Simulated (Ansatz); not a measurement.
`CC[N](C)[Ti]([OH])([OH])[N](C)CC`, relaxed with RKS PBE-D4/def2-SVP in Ansatz from a rough embedded geometry. The force threshold is 0.03 eV/Å; the program also tests the step.

Total charge 0; spin multiplicity 1.

Start:

```xyz
29

C     0.687   -1.823    2.244
C    -0.274   -0.637    2.069
N    -1.359   -0.963    1.127
C    -2.409    0.002    1.205
Ti   -0.580   -0.645   -0.786
O     0.676   -2.055   -1.263
O    -2.049   -0.705   -2.112
N     0.329    1.222   -0.911
C    -0.548    2.114   -1.721
C     1.632    1.078   -1.481
C     2.616    0.588   -0.423
H     1.105   -2.113    1.270
H    -0.016   -2.739    2.641
H     1.393   -1.605    2.995
H     0.338    0.227    1.709
H    -0.718   -0.360    3.035
H    -2.122    1.034    1.070
H    -2.924   -0.094    2.274
H    -3.231   -0.237    0.526
H     0.132   -2.889   -1.111
H    -2.699   -0.004   -1.823
H    -0.586    1.641   -2.722
H    -1.534    2.107   -1.289
H    -0.115    3.090   -1.775
H     2.052    2.041   -1.901
H     1.544    0.313   -2.321
H     2.315   -0.362    0.013
H     3.622    0.468   -0.923
H     2.723    1.305    0.385
```

By how much does the energy fall, and how many steps does the optimiser take? (Estimate.)

Computed: 234.46 kJ/mol, in 31 steps.

Which bonds change most? (An estimate is asked.)

The calculation gave: N3–Ti5 from 2.090 to 1.905 Å; Ti5–N8 from 2.080 to 1.899 Å; Ti5–O7 from 1.980 to 1.823 Å; C1–H13 from 1.221 to 1.108 Å.

Give the relaxed structure. (Best estimate.)

Computed: 
```xyz
29

C     0.586   -0.808    2.310
C    -0.927   -0.598    2.313
N    -1.508   -0.482    0.984
C    -2.919   -0.151    1.003
Ti   -0.615   -0.804   -0.668
O     0.618   -2.168   -0.614
O    -1.850   -1.065   -1.984
N     0.349    0.789   -1.037
C     0.334    2.063   -0.356
C     1.366    0.646   -2.076
C     2.776    0.373   -1.538
H     1.106    0.039    1.817
H     0.864   -1.731    1.764
H     0.967   -0.885    3.348
H    -1.171    0.328    2.894
H    -1.421   -1.432    2.874
H    -3.106    0.845    1.475
H    -3.515   -0.898    1.583
H    -3.325   -0.127   -0.028
H     0.585   -2.976   -1.154
H    -2.010   -0.487   -2.749
H     0.144    2.909   -1.064
H    -0.467    2.073    0.409
H     1.296    2.292    0.164
H     1.365    1.556   -2.726
H     1.073   -0.195   -2.747
H     2.776   -0.582   -0.975
H     3.512    0.297   -2.365
H     3.117    1.181   -0.858
```
